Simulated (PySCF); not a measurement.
C4H2BrCl, SMILES C(/Br)=C(\Cl)C#C.

Geometry: PBE0-D3(BJ)/def2-SVP. The structure was generated by enumeration; whether it is a known compound was not checked.

Calculation: CAM-B3LYP/def2-TZVP in PySCF.

Symmetry labels are those of the subgroup Cs that the program uses (full group Cs).

Computed valence orbital energies around the gap with their symmetry:
| orbital | symmetry | energy (eV) |
|---|---|---|
| HOMO−7 | A" | -13.19 |
| HOMO−6 | A' | -12.90 |
| HOMO−5 | A" | -11.02 |
| HOMO−4 | A' | -10.95 |
| HOMO−3 | A" | -10.32 |
| HOMO−2 | A' | -10.19 |
| HOMO−1 | A' | -9.74 |
| HOMO | A" | -8.32 |
| LUMO | A" | -0.58 |
| LUMO+1 | A' | 0.60 |
| LUMO+2 | A' | 1.27 |
| LUMO+3 | A' | 2.65 |
